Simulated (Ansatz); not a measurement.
Geometry optimisation, Ansatz 0.2.0, DFT r2SCAN-D3(BJ), scalar-relativistic, plane waves, PAW.

input.yaml

```yaml
crystal:
  lattice:
    - [0.0, 5.43, 5.43]
    - [5.43, 0.0, 5.43]
    - [5.43, 5.43, 0.0]
  atoms:
    - { symbol: Si, position: [0.0, 0.0, 0.0] }
    - { symbol: Si, position: [0.125, 0.125, 0.125] }
    - { symbol: Si, position: [0.0, 0.0, 0.5] }
    - { symbol: Si, position: [0.125, 0.125, 0.625] }
    - { symbol: Si, position: [0.0, 0.5, 0.0] }
    - { symbol: Si, position: [0.125, 0.625, 0.125] }
    - { symbol: Si, position: [0.0, 0.5, 0.5] }
    - { symbol: Si, position: [0.125, 0.625, 0.625] }
    - { symbol: Si, position: [0.5, 0.0, 0.0] }
    - { symbol: Si, position: [0.625, 0.125, 0.125] }
    - { symbol: Si, position: [0.5, 0.0, 0.5] }
    - { symbol: Si, position: [0.625, 0.125, 0.625] }
    - { symbol: Si, position: [0.5, 0.5, 0.0] }
    - { symbol: Si, position: [0.625, 0.625, 0.125] }
    - { symbol: Si, position: [0.5, 0.5, 0.5] }
    - { symbol: Si, position: [0.625, 0.625, 0.625] }
    - { symbol: C, position: [0.8165377, 0.3072537, 0.0677981], spin: 1.0 }
magnetization:
  spin_polarized: true
basis:
  ecutwfc: 500.0
kpoints:
  mp_grid: { grid: [2, 2, 2] }
hamiltonian:
  xc: r2scan
  dispersion: d3bj
  pseudopotentials: { kind: paw, azcp: { folder: soft_1 } }
scf:
  occupations: { method: fermi_dirac, width: 0.02 }
  lower_state_search: "off"
relax:
  f_tol: 0.03
  max_steps: 60
  adjacent_minimum: "off"
```

Run as:

```bash
$ ansatz run input.yaml --threads 4 --pin off --max-ram 10240MiB --backend cpu --events-out ev --progress --plain --runs-dir out
```

Task: Where does it end, and by what steps?

Result: The forces met the threshold. After 11 steps the energy has fallen by 1.333 eV; C17 moved furthest, 1.07 Å.

```tsv
step	energy less start (eV)	largest force component (eV/Å)	accepted
0	0.0000	0.606	yes
1	-0.1559	0.232	yes
2	-0.1786	0.294	yes
3	-0.2228	0.542	yes
4	-0.3958	0.826	yes
5	-0.6592	1.621	yes
6	-0.9863	1.036	yes
7	-1.1885	0.890	yes
8	-1.3003	0.422	yes
9	-1.3109	0.446	yes
10	-1.3305	0.114	yes
11	-1.3325	0.020	yes
```

```xyz
17
Lattice="0.0000 5.4300 5.4300 5.4300 0.0000 5.4300 5.4300 5.4300 0.0000" Properties=species:S:1:pos:R:3
Si 0.156 -0.234 0.101
Si 1.466 1.968 1.253
Si 2.913 2.915 -0.196
Si 4.111 4.025 1.427
Si 2.615 -0.236 2.558
Si 4.103 1.118 4.040
Si 5.410 2.567 2.732
Si 6.720 4.021 4.032
Si -0.042 2.734 2.756
Si 1.419 3.941 4.066
Si 2.699 5.370 2.722
Si 4.093 6.696 4.052
Si 2.779 2.538 5.363
Si 4.080 3.939 6.723
Si 5.424 5.366 5.443
Si 6.804 6.718 6.768
C 1.585 5.656 6.560
```

Whether the end is a true minimum wasn't checked by a vibrational analysis.

Run time: 17 min on 4 threads of AMD EPYC (Zen 3), with other jobs on the host, peak memory 1.8 GiB.
